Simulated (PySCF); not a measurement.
# An isoelectronic set: 87 electrons

HF in PySCF with def2-SVPD on every atom (core potentials on Hg, Tl, Pb, Bi), for the lowest determinant that a PBE0 search found; no spin–orbit coupling. All have 87 electrons, 7 of them in the valence shells, and the same state, a quartet (σ ↑, π ↑↑). For ions De leads to the atom and ion picked by measured ionisation energies and electron affinities.

```
species  difference of nuclear charges  Re (Å)  ωe (cm⁻¹)  k (mdyn/Å)  De (eV)  dissociates to
   HgC⁻                             74   2.643        201       0.271      n/a         Hg + C⁻
  BePb⁻                             78   2.604        269       0.368     0.78        Be + Pb⁻
    TlC                             75   2.346        424        1.20     1.77          Tl + C
    BPb                             77   2.241        495        1.51     1.22          B + Pb
   TlN⁺                             74   3.558       54.2      0.0227      n/a         Tl⁺ + N
   BiB⁺                             78   2.408        309       0.590      n/a         Bi⁺ + B
```

Task: Which member of the whole set has the stiffest bond, and how does it compare with the softest?

Result: BPb with k = 1.51 mdyn/Å, 66 times that of TlN⁺.

Spin–orbit coupling is left out, which matters for elements this heavy, above all for dissociation energies. For an ion De counts to the pair picked by the measured ionisation energies or electron affinities, which need not be the lowest pair at this level. Hartree–Fock leaves out correlation, which carries a large part of most bond energies and some tenths to 1 eV of ionisation energies. States were picked by a PBE0 search and need not be the measured ground states.
